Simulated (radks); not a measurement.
The numbers below are computed, except where a source is named.
Coulomb parameter of the 5d shell of the osmium ion Os3+ in the model configuration [Xe] 4f14 5d4 6s1, as a second difference U = [E(n + 1) + E(n - 1) - 2 E(n)] / (1)^2 with all orbitals relaxed. "Bare": the charge of the atom changes with n. "Screened": the 6s shell takes up the change at fixed total charge, which measures U(5d,5d) + U(6s,6s) - 2 U(5d,6s). Code: a radial shooting solver on a logarithmic mesh with Libxc functionals. Model: Dirac Kohn-Sham, BLYP, spin-unpolarised, spherical densities, point nucleus; open shells are shared between the two j in proportion to 2j + 1.

case             configuration  E - E(n) (eV)
start        [Xe] 4f14 5d4 6s1          0.000
bare +1      [Xe] 4f14 5d5 6s1        -31.167
bare -1      [Xe] 4f14 5d3 6s1         44.052
screened +1      [Xe] 4f14 5d5         -4.862
screened -1  [Xe] 4f14 5d3 6s2          6.099

U(bare) = 12.885 eV, U(screened by 6s) = 1.237 eV.
